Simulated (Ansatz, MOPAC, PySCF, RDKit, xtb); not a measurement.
Complex: HF (SMILES F) (first 2 atoms) with C2H4 (SMILES C=C); geometry from B3LYP-D3(BJ)/def2-TZVP, rigid monomers moved along the line of their centres of mass till H2···C4 is 2.55 Å.
(charge 0, multiplicity 1):
```xyz
8

F     -0.044     0.400    -0.270
H     -0.018     0.283     0.658
C      0.416    -0.572     3.019
C     -0.317     0.525     3.177
H     -0.039    -1.549     2.914
H      1.498    -0.534     2.999
H      0.138     1.502     3.292
H     -1.399     0.487     3.207
```

```csv
level,interaction energy (meV),"minus MP2/CBS(aug-cc-pVDZ, aug-cc-pVTZ) + ΔCCSD(T)/aug-cc-pVDZ",cost
UFF,71.1,245.8,-
GFN-FF,-120.4,54.4,-
AM1,-48.3,126.4,-
PM3,-81.0,93.8,-
PM6,-60.4,114.4,-
PM7,-78.5,96.2,-
GFN1-xTB,-114.8,60.0,-
GFN2-xTB,-120.0,54.8,-
HF/STO-3G (no counterpoise),-43.8,130.9,-
HF/6-31G*,-148.3,26.5,-
HF/aug-cc-pVDZ,-139.4,35.4,-
HF/aug-cc-pVTZ,-140.5,34.2,-
PBE/def2-TZVPPD,-185.6,-10.8,×1
PBE-D3(BJ)/def2-TZVPPD,-210.6,-35.8,×1
PBE-D4/def2-TZVPPD,-204.6,-29.9,×1
BP86/6-31G* (no counterpoise),-186.6,-11.9,-
r2SCAN/def2-TZVPPD,-194.2,-19.5,×2
r2SCAN-D3(BJ)/def2-TZVPPD,-202.9,-28.2,×2
r2SCAN-D4/def2-TZVPPD,-200.9,-26.2,×2
B3LYP/3-21G (no counterpoise),-219.6,-44.9,-
B3LYP/6-31G*,-172.1,2.6,-
B3LYP/6-31G* (no counterpoise),-211.0,-36.3,-
B3LYP/6-311+G** (no counterpoise),-174.8,0.0,-
B3LYP/def2-TZVPPD,-161.4,13.4,×2
B3LYP-D3(BJ)/def2-TZVPPD,-200.1,-25.3,×2
B3LYP-D4/def2-TZVPPD,-189.5,-14.8,×2
PBE0-D3(BJ)/def2-TZVPPD,-206.9,-32.1,×2
PBE0-D4/def2-TZVPPD,-201.8,-27.1,×2
M06-2X/6-31G* (no counterpoise),-216.5,-41.8,-
wB97M-V/def2-TZVPPD,-189.1,-14.4,×4
MP2/6-31G*,-152.1,22.6,-
MP2/6-31G* (no counterpoise),-204.0,-29.2,-
MP2/aug-cc-pVDZ,-163.1,11.7,-
MP2/aug-cc-pVTZ,-177.5,-2.7,×4
"MP2/CBS(aug-cc-pVDZ, aug-cc-pVTZ)",-183.0,-8.3,-
SCS-MP2/aug-cc-pVDZ,-147.2,27.5,-
SCS-MP2/aug-cc-pVTZ,-160.6,14.2,-
CCSD/aug-cc-pVDZ,-149.0,25.7,-
CCSD(T)/aug-cc-pVDZ,-154.8,19.9,×7
"MP2/CBS(aug-cc-pVDZ, aug-cc-pVTZ) + ΔCCSD(T)/aug-cc-pVDZ",-174.8,0.0,×10
```

 The comparison column counts from a level with limits of its own.

The rows run from -219.6 (B3LYP/3-21G (no counterpoise)) to 71.1 meV (UFF). From aug-cc-pVDZ to aug-cc-pVTZ MP2 changes by -14.4. The dispersion term adds -25.0 in PBE-D3(BJ), -19.0 in PBE-D4, -8.7 in r2SCAN-D3(BJ). The 4 functionals in def2-TZVPPD without D3 or D4 span 32.8, from r2SCAN to B3LYP.

Monomers are frozen at their geometry in the pair; levels with a basis set take the counterpoise correction. Rows marked so take none. RDKit's UFF carries no charges.

Cores are frozen in the correlated methods. CBS(a, b) extrapolates the correlation energy as X⁻³ and adds the Hartree–Fock energy of set b. Rows in 3-21G, 6-311+G**, 6-31G*, STO-3G carry no dispersion term and start afresh at each structure (6-31G* with six Cartesian d functions). MP2/6-31G* freezes PySCF's default core. The state reached by AM1, PM3, PM6, PM7 isn't checked; PM7 holds dispersion and hydrogen-bond terms.

Codes used: Ansatz (a first-principles code); MOPAC for AM1, PM3, PM6, PM7 (differences of heats of formation); PySCF for 3-21G rows, 6-311+G** rows, 6-31G* rows, STO-3G rows, the dispersion terms; RDKit for the force fields; xtb for the GFN methods. Each number belongs to the level named beside it.

Costs are rough ratios of core time to PBE/def2-TZVPPD (about 2.9 s over the structures, on one shared machine); a dash marks a level with no comparable run of its own.
